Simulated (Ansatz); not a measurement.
Reaction (cleavage of the Si–Si bond): `O[SiH](O)[Si](F)(F)F` + `[NH2][GeH3]` → `O[SiH](O)[NH][GeH3]` + `F[SiH](F)F`

Isolated molecules relaxed with PBE0-D4/def2-TZVP in Ansatz; ΔE leaves out vibrations. CBS: MP2 limit from def2 TZ/QZ plus the TZ coupled-cluster correction, frozen cores. Functionals use def2-TZVPP. B3LYP here is the variant with VWN-RPA as its local correlation; programs differ in this. For Ge outer-core shells are correlated without core-valence functions, which leaves a few kJ/mol of doubt a bond. Scalar relativity is left out up to krypton. Each species was taken in one conformer, which may not be the lowest.

`O[SiH](O)[Si](F)(F)F`:

Cartesian coordinates in Å:
```
O -0.589 1.427 -1.154
Si 0.118 0.014 -0.745
O 1.753 0.142 -0.815
Si -0.576 -0.335 1.462
F -2.141 -0.535 1.581
F 0.093 -1.651 2.041
F -0.183 0.846 2.436
H -0.422 1.802 -2.020
H -0.306 -1.114 -1.623
H 2.252 -0.598 -1.163
```

`[NH2][GeH3]`:

Z-matrix (Å, degrees):
```
Ge
N 1 1.843
H 1 1.536 2 106.9
H 1 1.548 2 114.5 3 -120.5
H 1 1.536 2 106.8 3 119.0
H 2 1.011 1 113.7 3 59.1
H 2 1.011 1 113.6 3 -176.9
```

`O[SiH](O)[NH][GeH3]`:

Z-matrix (Å, degrees):
```
Si
O 1 1.646
N 1 1.700 2 114.0
O 1 1.638 2 103.5 3 -119.3
H 1 1.484 2 110.5 3 120.2
H 2 0.958 1 117.2 3 -54.5
Ge 3 1.845 1 126.4 2 -70.6
H 3 1.008 1 116.5 2 125.5
H 4 0.959 1 116.0 2 -22.4
H 7 1.539 3 111.1 1 -97.6
H 7 1.532 3 106.9 1 23.1
H 7 1.540 3 108.4 1 142.5
```

`F[SiH](F)F`:

Z-matrix (Å, degrees):
```
Si
F 1 1.573
F 1 1.573 2 108.3
F 1 1.573 2 108.3 3 117.1
H 1 1.461 2 110.7 3 -121.4
```

CCSD(T)/CBS gives -27.7 kcal/mol.

Q: Another level gave -28.4 kcal/mol. Which?
A. CCSD/def2-TZVPP
B. PBE/def2-TZVPP
C. HF/def2-TZVPP
D. B3LYP-D4/def2-TZVPP

A: A. CCSD/def2-TZVPP -28.4, B3LYP-D4 -25.0, PBE -20.5, HF/def2-TZVPP -30.0 kcal/mol.

Largest T1 diagnostic among the species: 0.012.

From PBE to PBE0 (25 % exact exchange), in def2-TZVPP and without D4, ΔE moves by −2.7 kcal/mol.
